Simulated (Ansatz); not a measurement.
Harmonic frequencies (cm⁻¹) at PBE0-D4/def2-TZVP from Ansatz: 292, 333, 562, 634, 658, 698, 738, 782, 850, 925, 982, 1125, 1413, 1770, 2266, 2284, 3166, 3267.

Q: Which molecule is it?
A. `O=C=C[SiH3]`
B. `C1=C[SiH2]O1`
C. `C=C1O[SiH2]1`
D. `OC(O)(O)I`

A: C.
